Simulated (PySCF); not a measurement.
2-chlorocyclopenta-1,3-diene (C5H5Cl), SMILES ClC1=CCC=C1.

Coordinates come from a PBE0-D3(BJ)/def2-SVP optimisation. One conformer was computed; it need not be the lowest.

Vertical ionisation energy (IE) and electron affinity (EA) in eV. Rows of orbital energies are one-electron estimates. Where ΔSCF, EOM or ADC give a negative EA the extra electron is unbound and the value depends on the basis.

| level | IE | EA |
|---|---|---|
| −ε(HOMO), −ε(LUMO), ωB97X/def2-TZVP (PySCF) | (withheld) | (withheld) |
| −ε(HOMO), −ε(LUMO), PBE/def2-TZVP (PySCF) | 5.49 | 1.76 |

Question: Fill in the missing entries. (An estimate is asked for; the answer gives what the named calculation found.)

Answer: 
- −ε(HOMO), −ε(LUMO), ωB97X/def2-TZVP (PySCF), IE: 8.80
- −ε(HOMO), −ε(LUMO), ωB97X/def2-TZVP (PySCF), EA: -1.29
